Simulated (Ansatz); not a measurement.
A structure drawn as `N[SiH2][GeH2][SH]`, with this starting geometry:

Cartesian coordinates in Å:
```
N -1.3204 1.3621 -0.9678
Si -0.6840 0.4741 0.3998
Ge 1.0157 -0.8481 -0.3557
S 1.9251 -2.0500 1.2654
H -2.1892 1.9258 -0.5781
H -1.7823 0.7061 -1.6477
H -1.7110 -0.3875 0.9745
H -0.1601 1.3813 1.3722
H 2.1617 0.0676 -1.0298
H 0.5117 -1.8266 -1.4515
H 2.2326 -0.8047 2.0185
```

Total charge 0; spin multiplicity 1.

**Question.** Does it keep its bonds when Ansatz relaxes it at PBE-D4/def2-SVP and then PBE0-D4/def2-TZVP?

**Answer.** Yes, every drawn bond is still there and no new one forms.

**Question.** Give the relaxed structure. (Best estimate.)

**Answer.** The calculation gave: 
Z-matrix (Å, degrees):
```
Si
Ge 1 2.383
N 1 1.721 2 110.6
H 1 1.488 2 108.4 3 -117.1
H 1 1.493 2 106.8 3 127.2
S 2 2.238 1 108.1 3 178.8
H 2 1.540 1 113.4 3 -67.3
H 2 1.542 1 113.5 3 56.9
H 3 1.007 1 119.7 2 -155.0
H 3 1.007 1 120.6 2 60.3
H 6 1.343 2 94.6 1 -55.6
```
All modes are real.

Atoms count as bonded under 1.1 times the sum of their covalent radii (H–H under 0.85 Å, pairs among N, O and F under 1.55 Å), and a drawn bond as lost past 1.3 times.
